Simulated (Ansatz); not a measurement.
**Loss of H2: C2H7OSi → C2H5OSi + H2**

Gas-phase species: C2H7OSi `[CH2]C[SiH2]O`, doublet; C2H5OSi `[H]/[C]=C/[SiH2]O`, doublet; H2 (hydrogen), singlet. This is a balance of energies; it says nothing on the path, which may need atoms to shift.

Shapes, held fixed at every level: PBE0-D4/def2-TZVP. Flexible molecules stand in one conformer, not always the lowest. Programs: Ansatz 0.2.0. The zero-point and thermal change to 298 K, harmonic and unscaled (PBE0-D4/def2-TZVP), is -25.6 kJ/mol.

(1) Estimate ΔH(298 K) of this reaction.

Answers

(1) B2PLYP/def2-TZVPP gives ΔH(298 K) = +167.9 kJ/mol; the levels span +167.4 to +210.1. The median of the levels is +181.1. No measured value is set beside it here. Spin contamination: C2H5OSi (⟨S²⟩ up to 0.92). Open shells run unrestricted.

| level | kind | ΔH(298 K) (kJ/mol) |
| --- | --- | --- |
| HF/def2-SVP | Hartree–Fock | +167.4 |
| SPW92/def2-TZVPP | LDA | +210.1 |
| PBE-D4/def2-TZVPP | GGA | +177.2 |
| B3LYP-D4/def2-TZVPP | global hybrid | +168.4 |
| PBE0-D4/def2-TZVPP | global hybrid | +190.9 |
| r2SCAN0-D4/def2-TZVPP | global hybrid | +190.4 |
| wB97X-V/def2-TZVPP | range-separated hybrid | +185.1 |
| B2PLYP/def2-TZVPP | double hybrid | +167.9 |
